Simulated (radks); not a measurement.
P V, 11 electrons, occupied as [Ne] 3s1. Calculated with a radial shooting solver on a logarithmic mesh with Libxc functionals: scalar-relativistic Kohn-Sham, PBE, spin-polarised, spherical densities, finite nucleus; open shells are filled with parallel spins first; Fermi nuclear charge, rms radius 3.1889 fm.

Radial electron density D(r) = 4 pi r^2 rho(r):

```
   r/bohr * D(r) (the largest magnitude, 17.1, reaches the edge; | marks zero)
  0.00669 |  *
 0.008505 |    *
  0.01073 |       *
  0.01353 |          *
  0.01706 |               *
  0.02151 |                     *
  0.02713 |                            *
  0.03421 |                                     *
  0.04349 |                                             *
  0.05485 |                                                   *
  0.06917 |                                                      *
  0.08724 |                                                    *
     0.11 |                                             *
   0.1387 |                                      *
    0.175 |                                  *
   0.2224 |                                     *
   0.2805 |                                            *
   0.3538 |                                                  *
   0.4461 |                                               *
   0.5626 |                                   *
   0.7096 |                    *
   0.8948 |        *
    1.138 |   *
    1.435 |  *
    1.809 | *
    2.282 |*
    2.877 *
    3.629 *
    4.576 *
```

D(r) has 2 maxima, at r = 0.0697, 0.371 bohr, and minima at 0.179 bohr, inside which lie 2.20 electrons.
